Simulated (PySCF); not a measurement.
# 29Si chemical shifts

[PySCF 2.14.0 with density-fitted response routines: NMR shieldings at PBE0/pcSseg-1/GIAO; geometry from GFN2-xTB; one conformer; no solvent model; relativity neglected; rapidly exchanging positions averaged]

Shieldings were converted by a linear fit to measured shifts: 29Si: δ = 279.94 − 0.822σ (rms 8.9 ppm, 72 shifts, 25.8 ppm with the 6 outliers that the fit left out vs TMS, solution or neat liquid). A few per cent of atoms miss by over 2 rms, more outside the fitted compound classes.

Question: Give the 29Si shifts of `CC(C)=C[SiH2][C@@H](F)[SiH2]Cl`, `O[Si@H](C[SiH3])C(F)(F)F`, `N#CC=C=C[SiH](Cl)Cl`, `FC(F)(F)[SiH2]OC[SiH3]`, `F[Si@H](CCl)O[SiH3]`, `F[C@H]1C[SiH2]N[SiH2]1`, `C=C1C[C@@H]([SiH2]Cl)[C@H]1F`, `C=CN([SiH3])[SiH2]F`.

Answer: 
```
                                                         compound                                             environment  δ (ppm)
[CH3:1][C:2]([CH3:3])=[CH:4][SiH2:5][C@@H:6]([F:7])[SiH2:8][Cl:9]                       Si8: silicon bonded to C, Cl, 2 H    -21.9
[CH3:1][C:2]([CH3:3])=[CH:4][SiH2:5][C@@H:6]([F:7])[SiH2:8][Cl:9]                         Si5: silicon bonded to 2 C, 2 H    -60.4
          [OH:1][Si@H:2]([CH2:3][SiH3:4])[C:5]([F:6])([F:7])[F:8]                        Si2: silicon bonded to 2 C, O, H    -20.3
          [OH:1][Si@H:2]([CH2:3][SiH3:4])[C:5]([F:6])([F:7])[F:8]                           Si4: silicon bonded to C, 3 H    -72.4
                                              N#CC=C=C[SiH](Cl)Cl                            silicon bonded to C, 2 Cl, H     -6.6
             [F:1][C:2]([F:3])([F:4])[SiH2:5][O:6][CH2:7][SiH3:8]                        Si5: silicon bonded to C, O, 2 H    -38.4
             [F:1][C:2]([F:3])([F:4])[SiH2:5][O:6][CH2:7][SiH3:8]                           Si8: silicon bonded to C, 3 H    -71.2
                        [F:1][Si@H:2]([CH2:3][Cl:4])[O:5][SiH3:6]                       Si2: silicon bonded to C, F, O, H    -35.9
                        [F:1][Si@H:2]([CH2:3][Cl:4])[O:5][SiH3:6]                           Si6: silicon bonded to O, 3 H    -38.4
                      [F:1][C@H:2]1[CH2:3][SiH2:4][NH:5][SiH2:6]1  Si4: silicon bonded to C, N, 2 H, in a 5-membered ring    -27.7
                      [F:1][C@H:2]1[CH2:3][SiH2:4][NH:5][SiH2:6]1  Si6: silicon bonded to C, N, 2 H, in a 5-membered ring    -31.1
                                     C=C1C[C@@H]([SiH2]Cl)[C@H]1F                            silicon bonded to C, Cl, 2 H    -18.1
                       [CH2:1]=[CH:2][N:3]([SiH3:4])[SiH2:5][F:6]                        Si5: silicon bonded to F, N, 2 H    -21.1
                       [CH2:1]=[CH:2][N:3]([SiH3:4])[SiH2:5][F:6]                           Si4: silicon bonded to N, 3 H    -62.1
```
